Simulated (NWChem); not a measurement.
System meant: C$_{2}$H$_{7}$FSi$_{2}$; SMILES [C@H]1(F)C[SiH2][SiH2]1

Input file for NWChem:

```
start job
memory heap 200 mb stack 900 mb global 1100 mb
geometry units angstroms noautosym nocenter noautoz
  F      0.539359     1.583267     0.957507
  C      0.259970     1.107378    -0.341781
  C      1.259395    -0.023863    -0.661834
  Si     0.417891    -1.441971     0.349031
  Si    -1.353176     0.022245    -0.158634
  H      0.302880     1.975694    -1.035556
  H      1.196042    -0.282137    -1.741513
  H      2.310622     0.255504    -0.438687
  H      0.836755    -1.494990     1.790976
  H      0.510193    -2.823780    -0.240735
  H     -1.983605    -0.279627    -1.494970
  H     -2.393895     0.537687     0.795222
end
basis spherical
  * library 6-31g*
end
dft
  xc m06-2x
  iterations 150
end
property
  shielding
end
task dft property
```

End of the output:

```
 Vector   31  Occ=0.000000D+00  E= 5.252391D-02
              MO Center= -3.8D-01, -3.9D-01,  2.6D-02, r^2= 4.6D+00
   Bfn.  Coefficient  Atom+Function         Bfn.  Coefficient  Atom+Function
  ----- ------------  ---------------      ----- ------------  ---------------
    73      0.647116   5 Si pz               90      0.598793  11 H  s
    92     -0.580062  12 H  s                88      0.476636  10 H  s
    86     -0.468040   9 H  s                55      0.425498   4 Si pz
    84     -0.368110   8 H  s                69      0.265477   5 Si pz
    80      0.255649   6 H  s                 6     -0.227519   1 F  s

 center of mass
 --------------
 x =   0.05522665 y =   0.02199731 z =   0.16205417

 moments of inertia (a.u.)
 ------------------
         618.427286965889           3.613901348979         -27.080693662698
           3.613901348979         489.017873976792         -26.151477990662
         -27.080693662698         -26.151477990662         836.608351815345

     Multipole analysis of the density
     ---------------------------------

     L   x y z        total         alpha         beta         nuclear
     -   - - -        -----         -----         ----         -------
     0   0 0 0     -0.000000    -28.000000    -28.000000     56.000000

     1   1 0 0     -0.044211     -1.586253     -1.586253      3.128296
     1   0 1 0     -0.232855      1.052670      1.052670     -2.338196
     1   0 0 1     -0.584995     -3.028979     -3.028979      5.472964

     2   2 0 0    -33.457925   -120.481403   -120.481403    207.504881
     2   1 1 0     -0.203770      3.822506      3.822506     -7.848782
     2   1 0 1     -1.023758     -6.204764     -6.204764     11.385770
     2   0 2 0    -35.192936   -149.123896   -149.123896    263.054856
     2   0 1 1     -1.852329     -3.699993     -3.699993      5.547657
     2   0 0 2    -34.718165    -60.334668    -60.334668     85.951172

          -----------------------------------------
          Chemical Shielding Tensors (GIAO, in ppm)
          -----------------------------------------

 ------------------------------------------------------------------------
  xm06: d2 not coded                    0
 ------------------------------------------------------------------------
 ------------------------------------------------------------------------
  current input line :
    27: task dft property
 ------------------------------------------------------------------------
 ------------------------------------------------------------------------
 This error has not yet been assigned to a category
 ------------------------------------------------------------------------
 For more information see the NWChem manual at https://nwchemgit.github.io

0: xm06: d2 not coded:Received an Error in Communication
```

Problem. Can this run be used? If not, why, and what is the fix?

Solution. The program stopped with an error. Cause: this functional's second derivatives, which shieldings need, aren't coded here; the fix takes a hybrid GGA instead. This input runs:
```
start job
memory heap 200 mb stack 900 mb global 1100 mb
geometry units angstroms noautosym nocenter noautoz
  F      0.539359     1.583267     0.957507
  C      0.259970     1.107378    -0.341781
  C      1.259395    -0.023863    -0.661834
  Si     0.417891    -1.441971     0.349031
  Si    -1.353176     0.022245    -0.158634
  H      0.302880     1.975694    -1.035556
  H      1.196042    -0.282137    -1.741513
  H      2.310622     0.255504    -0.438687
  H      0.836755    -1.494990     1.790976
  H      0.510193    -2.823780    -0.240735
  H     -1.983605    -0.279627    -1.494970
  H     -2.393895     0.537687     0.795222
end
basis spherical
  * library 6-31g*
end
dft
  xc pbe0
  iterations 150
end
property
  shielding
end
task dft property
```
It converges to -758.73584 Ha (PBE0/6-31G* (spherical d), GIAO).
